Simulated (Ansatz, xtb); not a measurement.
Ranking isomers of C5H7ClOS

4 gas-phase structures of C5H7ClOS, from a drawn sample of its isomers (lower ones may exist). Each was relaxed with GFN2-xTB; where two conformers were screened, the lower at r2SCAN-D4/def2-SVP is listed:

A. `CC(=S)[C@@H](C=O)CCl`, a singlet
B. `CC(=S)/C(=C\O)CCl`, a singlet
C. `C=C(S)[C@@H](C=O)CCl`, a singlet
D. `CC(=S)/C(=C/O)CCl`, a singlet

Q: Estimate their order in r2SCAN-D4/def2-SVP energy at these geometries, lowest first.

A: Calculated order at r2SCAN-D4/def2-SVP: B (0.000), D (0.349), A (0.529), C (0.827) eV.

Energies above the lowest of each column, in eV; the last columns are at PBE0-D3(BJ)/def2-SVP geometries:

```
structure  GFN2-xTB  HF/STO-3G  r2SCAN-D4/def2-SVP  PBE0-D3(BJ)/def2-SVP  CCSD(T)/def2-SVP + ΔMP2/def2-TZVPP
        B     0.000      0.000               0.000                 0.000                               0.000
        D     0.144      0.351               0.349                 0.335                               0.229
        A     0.482      0.002               0.529                 0.487                               0.231
        C     0.809      0.066               0.827                 0.740                               0.424
```

Every level run on B puts it lowest or level with the lowest. Some further structures that were screened fall inside this span and aren't listed. Flexible structures stand in one conformer each, not always the lowest. Frequencies (GFN2-xTB) were run for A, C, D alone. The ΔMP2 step shifts differences by up to 0.187 eV, which makes them less sure. ΔMP2 is the change of the MP2 energy from the smaller to the larger basis.

Over these structures GFN2-xTB departs from r2SCAN-D4/def2-SVP by 0.069 eV on average once a common shift is removed. A GFN2-xTB relaxation took about 0.16 s and the r2SCAN-D4/def2-SVP energy about 1.8 s on a shared host (Ansatz 0.2.0, xtb 6.7.1).
